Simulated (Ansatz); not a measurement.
Cost and result for the atomization energy of BH7SeSi2 (11 atoms, 11 bonds).

Z-matrix (Å, degrees):
```
B
Se 1 2.244
Si 1 1.954 2 68.4
H 1 1.195 2 105.5 3 -113.5
H 1 1.196 2 108.2 3 115.6
Si 2 2.294 1 94.5 3 -93.6
H 3 1.485 1 126.3 2 92.4
H 3 1.484 1 123.7 2 -90.9
H 6 1.481 2 108.9 1 34.5
H 6 1.483 2 108.8 1 155.1
H 6 1.482 2 107.4 1 -85.6
```

Charge 0, multiplicity 1. Correlated methods include outer-core shells of Se, which these sets cover unevenly. Scalar relativity is left out up to krypton. The bonds changed during the relaxation, so this is another structure than the one it started from. The geometry is a stationary point of PBE0-D4/def2-TZVP. It is one conformer, not always the lowest. Program: Ansatz. All runs use 4 threads of an AMD EPYC 9B14 on a shared host. Times are those of one run each, without the atoms' runs, and a repeat can differ threefold. Electronic energies, without spin–orbit coupling; frozen cores. CCSD(T)/CBS adds CCSD(T) − MP2 in def2-TZVPP to the MP2 limit, and its time is that of the two runs behind it. T1 = 0.011. With those shells the extrapolation isn't a true limit. B3LYP takes the VWN-RPA correlation (the form of Gaussian; ORCA's B3LYP/G).

CCSD(T)/CBS is a level of theory with its own doubt, some kJ/mol a heavy atom from the limit and from the frozen cores, so smaller differences don't rank the functionals.

| level | functions | atomization (kJ/mol) | difference from CCSD(T)/CBS | per bond |
| --- | --- | --- | --- | --- |
| CCSD(T)/def2-TZVPP | 261 | 3209.1 | -86.7 | -7.9 |
| B2PLYP/def2-TZVPP | 261 | 3236.5 | -59.3 | -5.4 |
| ωB97X-V/def2-TZVPP | 261 | 3314.0 | 18.2 | 1.7 |
| B3LYP-D4/def2-TZVPP (with forces) | 261 | 3287.4 | -8.4 | -0.8 |
| ωB97M-V/def2-TZVPP (with forces) | 261 | 3291.2 | -4.6 | -0.4 |
| PBE-D4/def2-TZVPP (with forces) | 261 | 3290.3 | -5.5 | -0.5 |
| MP2/def2-QZVPP | 496 | 3260.2 | -35.6 | -3.2 |
| CCSD(T)/CBS(def2) | – | 3295.8 | 0.0 | 0.0 |
| r2SCAN-D4/def2-TZVPP (with forces) | 261 | 3312.4 | 16.6 | 1.5 |
| PBE0-D4/def2-TZVPP | 261 | 3277.5 | -18.3 | -1.7 |

Task: Order the runs by time, with rough figures. (Best estimate.)

Result: The calculation gave: PBE-D4/def2-TZVPP (with forces) 2.2 s; PBE0-D4/def2-TZVPP 3 s; r2SCAN-D4/def2-TZVPP (with forces) 4 s; B3LYP-D4/def2-TZVPP (with forces) 4.6 s; B2PLYP/def2-TZVPP 5 s; ωB97X-V/def2-TZVPP 7 s; ωB97M-V/def2-TZVPP (with forces) 9.5 s; MP2/def2-QZVPP 20 s; CCSD(T)/def2-TZVPP 120 s; CCSD(T)/CBS(def2) 2.3 min.

In def2-TZVPP, CCSD(T) changes the Hartree–Fock value by +736.1 kJ/mol (the triples alone add +42.2 kJ/mol) and MP2 by +736.5 kJ/mol; breaking electron pairs costs correlation energy, which Hartree–Fock lacks. The D4 term adds +51.1 kJ/mol with B3LYP and +26.5 kJ/mol with PBE0; it sums over pairs of atoms, weighted by their polarisabilities, and B3LYP, whose exchange is more repulsive, gets the larger term. From PBE to PBE0 (25 % exact exchange), in def2-TZVPP and without D4, the atomization energy moves by −8.2 kJ/mol: exact exchange takes away binding that semilocal exchange gives to molecules.
